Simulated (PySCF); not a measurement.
Compound: C9H11N.
Atom-mapped SMILES: `[CH3:1][C@H:2]1[CH2:3][c:4]2[cH:5][c:6]([NH2:7])[cH:8][cH:9][c:10]21` (hydrogens: H11, H12, H13 on C1; H14 on C2; H15, H16 on C3; H17 on C5; H18, H19 on N7; H20 on C8; H21 on C9)

The calculation used PySCF 2.14.0, PBE0-D3(BJ)/def2-SVP geometry optimisation, gas phase.

(1) What internal coordinates does the optimisation give?

Answers

(1) 
| bond | length (Å) |
| --- | --- |
| C1–C2 | 1.517 |
| C2–C3 | 1.574 |
| C3–C4 | 1.512 |
| C4–C5 | 1.383 |
| C5–C6 | 1.413 |
| C6–N7 | 1.385 |
| C6–C8 | 1.412 |
| C8–C9 | 1.398 |
| C9–C10 | 1.387 |
| C2–C10 | 1.519 |
| C4–C10 | 1.392 |
| C1–H11, C1–H12, C1–H13 | 1.102 |
| C2–H14 | 1.104 |
| C3–H15 | 1.102 |
| C3–H16 | 1.102 |
| C5–H17 | 1.094 |
| N7–H18, N7–H19 | 1.011 |
| C8–H20 | 1.094 |
| C9–H21 | 1.093 |

Bonds in one row agree within 0.01 Å and their mean is given. A selection of angles:
| angle | degrees |
| --- | --- |
| C2–C1–H11 | 111.3 |
| H11–C1–H12 | 107.7 |
| C1–C2–C3 | 116.5 |
| C1–C2–C10 | 117.5 |
| C1–C2–H14 | 110.0 |
| C3–C2–C10 | 86.1 |
| C3–C2–H14 | 111.8 |
| C10–C2–H14 | 113.2 |
| C2–C3–C4 | 87.0 |
| C2–C3–H15 | 114.1 |
| C2–C3–H16 | 115.1 |
| C4–C3–H15 | 115.4 |
| C4–C3–H16 | 115.7 |
| H15–C3–H16 | 108.5 |
| C3–C4–C5 | 143.6 |
| C3–C4–C10 | 93.2 |
| C5–C4–C10 | 123.2 |
| C4–C5–C6 | 116.6 |
| C4–C5–H17 | 123.1 |
| C6–C5–H17 | 120.3 |
| C5–C6–N7 | 120.2 |
| C5–C6–C8 | 119.9 |
| N7–C6–C8 | 119.9 |
| C6–N7–H18 | 116.0 |
| H18–N7–H19 | 112.8 |
| C6–C8–C9 | 122.4 |
| C6–C8–H20 | 118.2 |
| C9–C8–H20 | 119.4 |
| C8–C9–C10 | 116.7 |
| C8–C9–H21 | 120.0 |
| C10–C9–H21 | 123.3 |
| C2–C10–C9 | 145.1 |
| C2–C10–C4 | 93.7 |
| C4–C10–C9 | 121.2 |
| H19–N7–C6 | 116.1 |

Torsions: C1–C2–C3–C4 119° (anticlinal); C2–C3–C4–C5 180° (antiperiplanar); C1–C2–C10–C9 61° (synclinal).

The 6-membered ring C4–C5–C6–C8–C9–C10 has internal angles of 116.6° to 123.2°; it is planar, 0.00 Å rms from its mean plane, widest ring torsion 0°. The 4-membered ring C2–C3–C4–C10 has internal angles of 86.1° to 93.7° (sum 360°, against 360° for a flat polygon); it is planar, 0.00 Å rms from its mean plane, widest ring torsion 0°. N7 (aniline-type nitrogen) is pyramidal (angles 116.1°, 116.0° and 112.8°, sum 344.9°, 0.25 Å off the plane of its three neighbours). The 10 C–C bonds span 1.383 Å (C4–C5, aromatic) to 1.574 Å (C2–C3, drawn single), a spread of 0.191 Å. Of the pairs four or more bonds apart, H19···H20 is among the closest relative to their van der Waals radii: 2.38 Å, 99 % of the sum of Bondi's values.

Point group: C1 (no symmetry element, even within 0.4 Å). No PBE0-D3(BJ)/def2-SVP frequencies stand behind this structure, so it isn't proved a minimum.
